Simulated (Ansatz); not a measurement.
Calculation: Ansatz (an electronic-structure program) with frozen-core CCSD(T)/cc-pVDZ // B3LYP-D3(BJ)/def2-SVP. The restricted HF reference is unstable towards unrestricted orbitals.

Ansatz 0.2 input:
```yaml
crystal:
  periodic: [false, false, false]
  atoms:
    - { symbol: C, position_ang: [-2.2439, 1.52007, 0.329562] }
    - { symbol: C, position_ang: [-0.906156, 0.835447, 0.193975] }
    - { symbol: C, position_ang: [0.266012, 1.550165, 0.436377] }
    - { symbol: C, position_ang: [1.506812, 0.913225, 0.310083] }
    - { symbol: S, position_ang: [3.089686, 1.614064, 0.564798] }
    - { symbol: C, position_ang: [3.860368, 0.092848, 0.177074] }
    - { symbol: C, position_ang: [2.973257, -0.894622, -0.129074] }
    - { symbol: C, position_ang: [1.603079, -0.451495, -0.061113] }
    - { symbol: C, position_ang: [0.411848, -1.161131, -0.302866] }
    - { symbol: C, position_ang: [-0.834395, -0.541568, -0.181561] }
    - { symbol: Si, position_ang: [-2.384343, -1.552428, -0.520169] }
    - { symbol: H, position_ang: [-2.873962, 1.025922, 1.08843] }
    - { symbol: H, position_ang: [-2.806926, 1.495021, -0.618812] }
    - { symbol: H, position_ang: [-2.130613, 2.573225, 0.623386] }
    - { symbol: H, position_ang: [0.213328, 2.603035, 0.7236] }
    - { symbol: H, position_ang: [4.947345, 0.026675, 0.201567] }
    - { symbol: H, position_ang: [3.267688, -1.910301, -0.396586] }
    - { symbol: H, position_ang: [0.476458, -2.214467, -0.589748] }
    - { symbol: H, position_ang: [-3.276729, -1.610871, 0.676447] }
    - { symbol: H, position_ang: [-1.973125, -2.938534, -0.884857] }
    - { symbol: H, position_ang: [-3.185734, -0.974278, -1.640515] }
basis:
  gaussian: { orbitals: cc-pVDZ }
correlation:
  method: ccsd_t
```

Output:

```
Functional definition: HF
1994 factors; integrals over basis functions are off by at most 1.2e-3 eV
mean field evaluation 1: about -28106.6473 eV, gradient 3.9e1 eV
mean field evaluation 2: about -28107.1338 eV, gradient 3.9e1 eV
mean field evaluation 4: about -28112.4522 eV, gradient 7.0e0 eV
mean field evaluation 8: about -28112.6220 eV, gradient 4.2e-1 eV
mean field evaluation 16: about -28106.6455 eV, gradient 3.9e1 eV
mean field -28112.62359119 eV, -1033.1198615557 hartree, gradient 1.3e-6 eV, S^2 0.000000; 0 other end points of the search recorded, 0 dependent functions left out; unrestricted orbitals would lower it
19 core orbitals not correlated
reference -28112.62359119 eV, -1033.1198615557 hartree; 28, 28 occupied and 165, 165 virtual orbitals, 1994 factors
second order -38.75226327 eV of doubles, -0.00000000 eV of singles
cycle   1  -39.19686697 eV  change   -4.4e-1 eV  update   1.7e-1
cycle   2  -40.42757792 eV  change    -1.2e0 eV  update   5.3e-2
cycle   3  -40.70390298 eV  change   -2.8e-1 eV  update   2.4e-2
cycle   4  -40.70231681 eV  change    1.6e-3 eV  update   6.9e-3
cycle   5  -40.70358059 eV  change   -1.3e-3 eV  update   3.8e-3
cycle   6  -40.70472194 eV  change   -1.1e-3 eV  update   1.2e-3
cycle   7  -40.70393287 eV  change    7.9e-4 eV  update   6.0e-4
cycle   8  -40.70387189 eV  change    6.1e-5 eV  update   2.6e-4
cycle   9  -40.70391431 eV  change   -4.2e-5 eV  update   1.1e-4
cycle  10  -40.70386637 eV  change    4.8e-5 eV  update   4.0e-5
perturbative correction -1.84823048 eV, -0.0679212175 hartree
Total energy: -28155.17568805 eV, -1034.6836222721 hartree
```

Cost: around 14 core-minutes (rough).
